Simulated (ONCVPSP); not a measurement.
## Si, ONCV: configuration errors across variants

ONCVPSP 4.0.1 input, shortened (lines: element, Z, core and valence counts, functional; n l f; lmax; l rc ep ncon nbas qcut; lloc lpopt rc5 dvloc0; l nproj debl; icmod fcfact rcfact), PBEsol, scalar-relativistic:

```
  Si 14.00    1    4  -116133      upf
    1    0    2.00
    2    0    2.00
    2    1    6.00
    3    0    2.00
    3    1    1.75
    1
    0    0.90    0.00    5   10   14.80
    1    0.95    0.00    4    9   16.10
    4    1    0.60    2.00
    0    2    3.30
    1    2    3.60
    1    0.40    0.00
```

All-electron excitation energies from the reference (eV): (1) 2s2 2p6 3s2 3p2 -1.230; (2) 2s2 2p6 3s2 3p1 6.483; (3) 2s2 2p6 3s2 3p0 22.447; (4) 2s2 2p6 3s1 3p2 13.892.

Errors AE − PS in meV (a dash: test not solved or not reliable):

| change | (1) | (2) | (3) | (4) | bound ghosts | GHOST(+) flags above zero |
| --- | --- | --- | --- | --- | --- | --- |
| base | 0.0 | +0.2 | +1.8 | -0.5 | none | none |
| all radii but the core radius scaled by about 0.76 (s 0.68, p 0.72 bohr); local potential polynomial inside 0.46 bohr (lpopt 1, dvloc0 2 Ha) | 0.0 | +0.2 | +1.2 | 0.0 | none | none |
| all radii but the core radius scaled by about 0.85 (s 0.76, p 0.82 bohr); local potential polynomial inside 0.52 bohr (lpopt 1, dvloc0 2 Ha) | 0.0 | +0.2 | +1.5 | -0.1 | none | none |
| all radii but the core radius scaled by about 0.89 (s 0.80, p 0.84 bohr); local potential polynomial inside 0.54 bohr (lpopt 1, dvloc0 2 Ha) | 0.0 | +0.2 | +1.6 | -0.2 | none | none |
| all radii but the core radius scaled by about 1.07 (s 0.96, p 1.02 bohr); local potential polynomial inside 0.64 bohr (lpopt 1, dvloc0 2 Ha) | 0.0 | +0.2 | +1.8 | -1.0 | none | none |
| all radii but the core radius scaled by about 1.14 (s 1.02, p 1.08 bohr); local potential polynomial inside 0.68 bohr (lpopt 1, dvloc0 2 Ha) | 0.0 | +0.1 | +1.9 | -0.9 | none | none |
| all radii but the core radius scaled by about 1.29 (s 1.16, p 1.22 bohr); local potential polynomial inside 0.76 bohr (lpopt 1, dvloc0 2 Ha) | 0.0 | +0.1 | +2.0 | -1.4 | none | none |
| all radii but the core radius scaled by about 1.32 (s 1.18, p 1.26 bohr); local potential polynomial inside 0.80 bohr (lpopt 1, dvloc0 2 Ha) | 0.0 | +0.1 | +2.0 | -1.6 | none | none |

(1) Give the same row for: all radii but the core radius scaled by about 1.18 (s 1.06, p 1.12 bohr); local potential polynomial inside 0.72 bohr (lpopt 1, dvloc0 2 Ha).

Answers

(1) 0.0, +0.1, +1.9, -1.0; bound ghosts: none; GHOST(+) flags above zero: none.
